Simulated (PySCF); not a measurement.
## How methods differ on the ionisation energy of Pt⁺

Pt⁺ [Xe] 4f14 5d9 [5d3/2^4 5d5/2^5, M_J = 5/2] → Pt²⁺ [Xe] 4f14 5d8 [5d3/2^4 5d5/2^4, M_J = 4], as a difference of total energies. All numbers are calculated (PySCF 2.14, the two-component X2C-1e Hamiltonian, in x2c-SVPall-2c (7s9p9d2f, 93 functions)). Correlated levels: [Kr] 4d10 4f14 frozen; the 22 highest virtual spinors dropped. "Screened" scales the spin-orbit matrix elements by Boettger's factors to mimic the two-electron term; Breit and QED terms are absent.

```json
{"method": "GHF (spin-free)", "ionisation energy (eV)": "17.067"}
{"method": "GMP2 (spin-free)", "ionisation energy (eV)": "18.248"}
{"method": "GHF (screened spin-orbit)", "ionisation energy (eV)": "16.681"}
{"method": "GMP2 (screened spin-orbit)", "ionisation energy (eV)": "17.819"}
```

How much does correlation contribute at GMP2 (screened spin-orbit)?

17.819 − (16.681) = 1.138 eV, measured against GHF (screened spin-orbit).

The spin-free rows relax to the high-spin LS determinant and lack the spin-orbit shift.

Errors of the correlated levels include the incompleteness of this basis and the frozen core.

The labels give the starting determinants; with spin-orbit coupling the two ends relaxed to ⟨J²⟩ = 10.49, ⟨L²⟩ = 7.02, ⟨S²⟩ = 1.20 and ⟨J²⟩ = 20.01, ⟨L²⟩ = 12.44, ⟨S²⟩ = 2.06.

The determinant of Pt⁺ mixes levels of different J (the jj label is only the starting occupation), so the difference between spin-free and spin-orbit rows is not the physical spin-orbit shift.

For comparison: 18.56 ± 0.12 eV (measured; NIST Atomic Spectra Database, ionization energies).
